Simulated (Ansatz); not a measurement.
Start from `C[N](C)[Ti]1234([NH2])([NH2])[C@@H]5[C@H]1[C@H]2[C@@]3(C)[C@@H]54` and change one atom or group to get `C[N](C)[Ti]1234([CH3])([NH2])[C@@H]5[C@H]1[C@H]2[C@@]3(C)[C@@H]54`.

Ansatz, PBE0-D4/def2-TZVP geometries, multiplicity 1. Each molecule was computed in one conformer, which needn't be the lowest.

Scalar relativity is left out up to krypton.

| property | `C[N](C)[Ti]1234([NH2])([NH2])[C@@H]5[C@H]1[C@H]2[C@@]3(C)[C@@H]54` |
| --- | --- |
| size of the dipole moment (PBE/def2-TZVPP) / D | 0.34 |
| HOMO–LUMO gap (PBE/def2-TZVPP) / eV | 3.06 |
| HOMO–LUMO gap (PBE0/def2-TZVPP) / eV | 5.19 |
| HOMO–LUMO gap (ωB97M-V/def2-TZVPP) / eV | 9.25 |
| LUMO energy (ωB97M-V/def2-TZVPP) / eV | 1.24 |
| HOMO energy (PBE0/def2-TZVPP) / eV | -5.80 |

**Question.** Give the same properties after the change, and the shifts. (Estimate.)

**Answer.** The calculation gave: 
| property | `C[N](C)[Ti]1234([CH3])([NH2])[C@@H]5[C@H]1[C@H]2[C@@]3(C)[C@@H]54` | shift |
| --- | --- | --- |
| size of the dipole moment (PBE/def2-TZVPP) / D | 1.29 | 0.95 |
| HOMO–LUMO gap (PBE/def2-TZVPP) / eV | 2.81 | -0.25 |
| HOMO–LUMO gap (PBE0/def2-TZVPP) / eV | 5.04 | -0.15 |
| HOMO–LUMO gap (ωB97M-V/def2-TZVPP) / eV | 9.36 | 0.11 |
| LUMO energy (ωB97M-V/def2-TZVPP) / eV | 1.17 | -0.07 |
| HOMO energy (PBE0/def2-TZVPP) / eV | -6.00 | -0.20 |

With PBE0 the HOMO falls by 0.20 eV and the LUMO falls by 0.34 eV, so the gap narrows by about 0.14 eV. PBE moves the HOMO by -0.21 eV and ωB97M-V by -0.18 eV. Dipoles are sizes alone; their direction can turn.
